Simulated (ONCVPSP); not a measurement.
## Which setting gave this result? (manganese, ONCV)

Base potential:

ONCVPSP 4.0.1 input, shortened (lines: element, Z, core and valence counts, functional; n l f; lmax; l rc ep ncon nbas qcut; lloc lpopt rc5 dvloc0; l nproj debl; icmod fcfact rcfact), PBE, fully relativistic:

```
  Mn 25.00    5    3        4      upf
    1    0    2.00
    2    0    2.00
    2    1    6.00
    3    0    2.00
    3    1    6.00
    3    2    5.00
    4    0    1.50
    4    1    0.50
    2
    0    2.30    0.00    4    8    2.50
    1    2.50    0.00    4    7    3.70
    2    1.70    0.00    4    8    7.90
    4    5    1.15   -1.00
    0    2    2.10
    1    1    0.70
    2    2    2.80
    3    4.50    1.05
```

Open shells are filled in proportion to 2j + 1.

Cutoffs, loose and tight: the cutoffs (Ha) at which the residual kinetic energy of the hardest occupied pseudo-wave falls to 1 and 0.1 mHa per electron. They do not see the model core or the augmentation charge, which bear on the density cutoff. Test errors are all-electron minus pseudo excitation energies from the reference, over the configurations 3d5 4s2 4p0; 3d5 4s1 4p0; 3d5 4s0 4p0; 3d4 4s0 4p0; variants that change the core or the reference have their own tests.

Only the scale of all radii but the core radius (base = 1) is moved (1 further runs of the sweep failed or gave no value and are left out):

| scale of all radii but the core radius (base = 1) | cutoff, loose | cutoff, tight | bound ghosts | largest test error (meV) |
| --- | --- | --- | --- | --- |
| 0.85 | 73 Ha | 116 Ha | s, p3/2, p1/2 | +3.8 over the solved tests; 2 of 4 tests not solved or not reliable |
| 0.89 | 45 Ha | 103 Ha | s, p3/2, p1/2 | +3.9 over the solved tests; 2 of 4 tests not solved or not reliable |
| 0.94 | 31 Ha | 84 Ha | s, p3/2, p1/2 | +4.1 over the solved tests; 2 of 4 tests not solved or not reliable |
| 1.01 | 28 Ha | 38 Ha | s, p3/2, p1/2 | 3 of 4 tests not solved or not reliable |
| 1.15 | 25 Ha | 28 Ha | none | +83 over the solved tests; 1 of 4 tests not solved or not reliable |
| 1.19 | 24 Ha | 27 Ha | none | +77 over the solved tests; 1 of 4 tests not solved or not reliable |
| 1.25 | 23 Ha | 26 Ha | none | +66 over the solved tests; 1 of 4 tests not solved or not reliable |
| 1.31 | 22 Ha | 25 Ha | none | +50 over the solved tests; 1 of 4 tests not solved or not reliable |

Q: One more run gave cutoff, loose: 27 Ha; cutoff, tight: 30 Ha; bound ghosts: s; largest test error (meV): +85 over the solved tests; 2 of 4 tests not solved or not reliable. Which value of the scale of all radii but the core radius (base = 1) was used?

A: 1.07. The loose cutoff moves one way along this sweep, from 73 Ha at 0.85 to 22 Ha at 1.31, which places the run between 1.01 and 1.15.
